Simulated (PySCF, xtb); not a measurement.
Te(Br)(GeH3) (BrGeH3Te), SMILES [Te](Br)[GeH3].

xtb with GFN2-xTB at its own geometry gives an orbital gap of 2.94 eV and a dipole moment of 5.50 D.

Geometry: B3LYP-D3(BJ)/def2-SVP. This is a generated structure with no PubChem entry under its InChIKey; it may be hypothetical. The def2 effective core potentials stand for the cores of Te; spin–orbit coupling is left out.

### Question
What does PBE0/def2-TZVPD (PySCF) give? (An estimate is asked for; the answer gives what the named calculation found.)

### Answer
gap 3.58 eV (levels -6.52 and -2.94 eV), dipole 2.19 D.
